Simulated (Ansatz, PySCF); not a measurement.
C3H2O, SMILES O=c1cc1. Atoms are numbered in the order given.

```xyz
6

O      0.0000     0.0000     1.5483
C      0.0000     0.0000     0.3476
C      0.0000     0.6738    -0.9225
C      0.0000    -0.6738    -0.9225
H      0.0000     1.5575    -1.5655
H      0.0000    -1.5575    -1.5655
```
Charge 0, spin multiplicity 1.

Geometry: B3LYP-D3(BJ)/def2-SVP.

Two levels are set side by side: PBE-D3(BJ)/def2-SVP (Ansatz, a first-principles code) and B3LYP-D3(BJ)/def2-SVP (PySCF). Each level has its own optimised geometry; the coordinates shown are those of the second. Frequencies come from the Hessian of PySCF at each geometry. Differences are taken from unrounded values.

```json
[
 {"quantity": "mean bond length (Å)", "B3LYP-D3(BJ)": "1.268", "PBE-D3(BJ)": "1.278", "PBE-D3(BJ) minus B3LYP-D3(BJ)": "0.010"},
 {"quantity": "bond O1–C2 (Å)", "B3LYP-D3(BJ)": "1.201", "PBE-D3(BJ)": "1.208", "PBE-D3(BJ) minus B3LYP-D3(BJ)": "0.008"},
 {"quantity": "bond C2–C3 (Å)", "B3LYP-D3(BJ)": "1.438", "PBE-D3(BJ)": "1.448", "PBE-D3(BJ) minus B3LYP-D3(BJ)": "0.010"},
 {"quantity": "bond C2–C4 (Å)", "B3LYP-D3(BJ)": "1.438", "PBE-D3(BJ)": "1.448", "PBE-D3(BJ) minus B3LYP-D3(BJ)": "0.010"},
 {"quantity": "bond C3–C4 (Å)", "B3LYP-D3(BJ)": "1.348", "PBE-D3(BJ)": "1.358", "PBE-D3(BJ) minus B3LYP-D3(BJ)": "0.010"},
 {"quantity": "bond C3–H5 (Å)", "B3LYP-D3(BJ)": "1.093", "PBE-D3(BJ)": "1.102", "PBE-D3(BJ) minus B3LYP-D3(BJ)": "0.009"},
 {"quantity": "bond C4–H6 (Å)", "B3LYP-D3(BJ)": "1.093", "PBE-D3(BJ)": "1.102", "PBE-D3(BJ) minus B3LYP-D3(BJ)": "0.009"},
 {"quantity": "highest harmonic wavenumber (cm⁻¹)", "B3LYP-D3(BJ)": "3224", "PBE-D3(BJ)": "3139", "PBE-D3(BJ) minus B3LYP-D3(BJ)": "-85"},
 {"quantity": "mean harmonic wavenumber (cm⁻¹)", "B3LYP-D3(BJ)": "1387", "PBE-D3(BJ)": "1345", "PBE-D3(BJ) minus B3LYP-D3(BJ)": "-42"},
 {"quantity": "zero-point energy (kcal/mol)", "B3LYP-D3(BJ)": "23.79", "PBE-D3(BJ)": "23.07", "PBE-D3(BJ) minus B3LYP-D3(BJ)": "-0.72"}
]
```

Exact exchange shortens and stiffens bonds; PBE has none. Differences between two approximate levels are no errors against the true value.
